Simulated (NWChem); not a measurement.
System: C$_{2}$H$_{6}$OTi; SMILES [CH3][Ti]([CH3])=[O]

NWChem input:

```
start job
memory heap 200 mb stack 900 mb global 1100 mb
geometry units angstroms noautoz
  Ti     0.112254     0.363870     0.000000
  O      1.579909    -0.230137     0.000000
  C     -0.872174    -0.305030    -1.716066
  H     -1.037239    -1.390288    -1.588364
  H     -1.861163     0.174963    -1.835107
  H     -0.287092    -0.169819    -2.640865
  C     -0.872174    -0.305030     1.716066
  H     -1.861163     0.174963     1.835107
  H     -1.037239    -1.390288     1.588364
  H     -0.287092    -0.169819     2.640865
end
basis spherical
  * library def2-svp
end
dft
  xc xpbe96 cpbe96
  iterations 150
  vectors input atomic output neutral.movecs
end
task dft energy
charge 1
dft
  odft
  mult 2
  vectors input atomic output cation.movecs
end
task dft energy
```

Geometry: optimised at PBE0/def2-SVP.

Ions are spin-unrestricted doublets at the neutral geometry; other ion states weren't tried.

### Question
Give the results of this calculation. (PBE/def2-SVP, vertical spin-unrestricted ions.) Quantities: vertical ionisation energy, ΔSCF (eV); −ε(HOMO) (eV).

### Answer
vertical ionisation energy, ΔSCF (eV): 9.02
−ε(HOMO) (eV): 5.85
